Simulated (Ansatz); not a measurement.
Ansatz (a first-principles code) job for Si(F)(Me)3 (C3H9FSi), SMILES C[Si](F)(C)C, PBE0-D3(BJ)/def2-SVP. 

Ansatz 0.2 input:
```yaml
crystal:
  periodic: [false, false, false]
  atoms:
    - {symbol: C, position_ang: [0.51722862, 0.91090009, -1.57896756]}
    - {symbol: Si, position_ang: [-0.00978294, 0.00019198, 0.00000000]}
    - {symbol: C, position_ang: [0.51722862, 0.91090087, 1.57896711]}
    - {symbol: C, position_ang: [0.51599229, -1.82301860, 0.00000045]}
    - {symbol: F, position_ang: [-1.64076167, 0.00107661, -0.00000001]}
    - {symbol: H, position_ang: [1.59706331, 0.94778363, -1.68137377]}
    - {symbol: H, position_ang: [0.11967199, 0.42120839, -2.46327725]}
    - {symbol: H, position_ang: [0.15173631, 1.93377774, -1.58128844]}
    - {symbol: H, position_ang: [0.11967197, 0.42120962, 2.46327704]}
    - {symbol: H, position_ang: [1.59706330, 0.94778447, 1.68137331]}
    - {symbol: H, position_ang: [0.15173631, 1.93377853, 1.58128747]}
    - {symbol: H, position_ang: [1.59596124, -1.93062605, 0.00000049]}
    - {symbol: H, position_ang: [0.13410727, -2.33999407, -0.87561816]}
    - {symbol: H, position_ang: [0.13410726, -2.33999363, 0.87561932]}
basis:
  gaussian:
    orbitals: def2-SVP
hamiltonian:
  xc: pbe0
  dispersion: d3bj
relax: {f_tol: 0.002, max_steps: 200}
```

It prints:

```
WARN ansatz: RAYON_NUM_THREADS=2 ignored (pool sized by the plan → 2); use --threads N
Functional definition: PBE0
integrals: 0.08 GiB planned
1288 factors; integrals over basis functions are off by at most 4.7e-4 eV
mean field: 0.65 GiB planned
mean field evaluation 1: about -13827.5356 eV, gradient 6.9e1 eV
mean field evaluation 2: about -13826.6217 eV, gradient 7.0e1 eV
mean field evaluation 4: about -13838.2366 eV, gradient 2.3e0 eV
mean field evaluation 8: about -13838.2531 eV, gradient 3.8e-2 eV
mean field evaluation 16: about -13838.2531 eV, gradient 1.7e-5 eV
mean field -13838.25309216 eV, -508.5464212321 hartree, gradient 1.7e-5 eV, S^2 0.000000; 0 other end points of the search recorded, 0 dependent functions left out
the calculation of the forces begins
reference -13838.25312141 eV, -508.5464223069 hartree; 25, 25 occupied and 94, 94 virtual orbitals, 1288 factors
relax step   1: F+E_penalty+E_count = -13838.49679906 eV  Δ(F+E_penalty+E_count) = +0.000e0 eV  max|allowed force component| = 9.550e-1 eV/Å  Δτ_max = 0.0000 Å  (26 SCF iters, accepted)
these checks for a lower state are left out or cut short: starts, cluster_reference, orbital_swaps, neighbouring_geometries, increment
integrals: 0.08 GiB planned
1288 factors; integrals over basis functions are off by at most 4.7e-4 eV
mean field: 0.65 GiB planned
mean field -13838.31588748 eV, -508.5487289175 hartree, gradient 8.8e-5 eV, S^2 0.000000; 0 other end points of the search recorded, 0 dependent functions left out
the calculation of the forces begins
reference -13838.31591641 eV, -508.5487299805 hartree; 25, 25 occupied and 94, 94 virtual orbitals, 1288 factors
relax step   2: F+E_penalty+E_count = -13838.56203960 eV  Δ(F+E_penalty+E_count) = -6.524e-2 eV  max|allowed force component| = 4.386e-1 eV/Å  Δτ_max = 0.0467 Å  (25 SCF iters, accepted)
these checks for a lower state are left out or cut short: starts, cluster_reference, orbital_swaps, neighbouring_geometries, increment
integrals: 0.08 GiB planned
1288 factors; integrals over basis functions are off by at most 4.7e-4 eV
mean field: 0.65 GiB planned
mean field -13838.32226890 eV, -508.5489634303 hartree, gradient 4.8e-6 eV, S^2 0.000000; 0 other end points of the search recorded, 0 dependent functions left out
the calculation of the forces begins
reference -13838.32229772 eV, -508.5489644895 hartree; 25, 25 occupied and 94, 94 virtual orbitals, 1288 factors
relax step   3: F+E_penalty+E_count = -13838.56940784 eV  Δ(F+E_penalty+E_count) = -7.368e-3 eV  max|allowed force component| = 9.857e-2 eV/Å  Δτ_max = 0.0230 Å  (29 SCF iters, accepted)
these checks for a lower state are left out or cut short: starts, cluster_reference, orbital_swaps, neighbouring_geometries, increment
integrals: 0.09 GiB planned
1288 factors; integrals over basis functions are off by at most 4.7e-4 eV
mean field: 0.65 GiB planned
mean field evaluation 32: about -13838.3220 eV, gradient 4.4e-1 eV
mean field -13838.32267574 eV, -508.5489783816 hartree, gradient 8.9e-6 eV, S^2 0.000000; 0 other end points of the search recorded, 0 dependent functions left out
the calculation of the forces begins
reference -13838.32270455 eV, -508.5489794402 hartree; 25, 25 occupied and 94, 94 virtual orbitals, 1288 factors
relax step   4: F+E_penalty+E_count = -13838.56983578 eV  Δ(F+E_penalty+E_count) = -4.279e-4 eV  max|allowed force component| = 1.837e-2 eV/Å  Δτ_max = 0.0082 Å  (22 SCF iters, accepted)
these checks for a lower state are left out or cut short: starts, cluster_reference, orbital_swaps, neighbouring_geometries, increment
integrals: 0.09 GiB planned
1288 factors; integrals over basis functions are off by at most 4.7e-4 eV
mean field: 0.65 GiB planned
mean field -13838.32269081 eV, -508.5489789354 hartree, gradient 8.0e-5 eV, S^2 0.000000; 0 other end points of the search recorded, 0 dependent functions left out
the calculation of the forces begins
reference -13838.32271961 eV, -508.5489799938 hartree; 25, 25 occupied and 94, 94 virtual orbitals, 1288 factors
relax step   5: F+E_penalty+E_count = -13838.56986602 eV  Δ(F+E_penalty+E_count) = -3.024e-5 eV  max|allowed force component| = 5.945e-3 eV/Å  Δτ_max = 0.0036 Å  (19 SCF iters, accepted)
these checks for a lower state are left out or cut short: starts, cluster_reference, orbital_swaps, neighbouring_geometries, increment
integrals: 0.09 GiB planned
1288 factors; integrals over basis functions are off by at most 4.7e-4 eV
mean field: 0.65 GiB planned
mean field -13838.32269092 eV, -508.5489789392 hartree, gradient 3.1e-5 eV, S^2 0.000000; 0 other end points of the search recorded, 0 dependent functions left out
the calculation of the forces begins
reference -13838.32271972 eV, -508.5489799976 hartree; 25, 25 occupied and 94, 94 virtual orbitals, 1288 factors
relax step   6: F+E_penalty+E_count = -13838.56986877 eV  Δ(F+E_penalty+E_count) = -2.751e-6 eV  max|allowed force component| = 1.785e-3 eV/Å  Δτ_max = 0.0017 Å  (19 SCF iters, accepted)
integrals: 0.09 GiB planned
1288 factors; integrals over basis functions are off by at most 4.7e-4 eV
mean field: 0.65 GiB planned
mean field evaluation 64: about -13838.3227 eV, gradient 3.1e-5 eV
mean field -13838.32269092 eV, -508.5489789392 hartree, gradient 3.1e-5 eV, S^2 0.000000; 1 other end points of the search recorded, 0 dependent functions left out
the calculation of the forces begins
reference -13838.32271972 eV, -508.5489799976 hartree; 25, 25 occupied and 94, 94 virtual orbitals, 1288 factors
Total energy: -13838.56989758 eV, -508.5580636163 hartree
Atom 0 at     0.515829     0.891568    -1.545524 Å, force    -0.000479     0.000036    -0.000220 eV/Å
Atom 1 at    -0.034052     0.000888    -0.000000 Å, force     0.001785     0.000104    -0.000000 eV/Å
Atom 2 at     0.515829     0.891569     1.545524 Å, force    -0.000479     0.000036     0.000220 eV/Å
Atom 3 at     0.508350    -1.785215     0.000000 Å, force    -0.000579    -0.000167     0.000000 eV/Å
Atom 4 at    -1.675123     0.005594    -0.000000 Å, force    -0.001471     0.000050    -0.000000 eV/Å
Atom 5 at     1.615189     0.924024    -1.610744 Å, force     0.000356     0.000168     0.000013 eV/Å
Atom 6 at     0.138273     0.386356    -2.448063 Å, force     0.000184    -0.000011     0.000256 eV/Å
Atom 7 at     0.145603     1.928466    -1.556904 Å, force    -0.000068    -0.000307     0.000024 eV/Å
Atom 8 at     0.138273     0.386358     2.448063 Å, force     0.000184    -0.000011    -0.000256 eV/Å
Atom 9 at     1.615189     0.924025     1.610744 Å, force     0.000356     0.000168    -0.000013 eV/Å
Atom 10 at     0.145603     1.928467     1.556903 Å, force    -0.000068    -0.000307    -0.000024 eV/Å
Atom 11 at     1.607418    -1.862405     0.000001 Å, force     0.000301    -0.000098     0.000000 eV/Å
Atom 12 at     0.132321    -2.312359    -0.890549 Å, force    -0.000012     0.000171     0.000198 eV/Å
Atom 13 at     0.132321    -2.312358     0.890550 Å, force    -0.000012     0.000171    -0.000198 eV/Å
Dipole moment:     0.402846    -0.001170     0.000000 e Å
```

The run converged.

Cost: roughly 30 core-seconds.
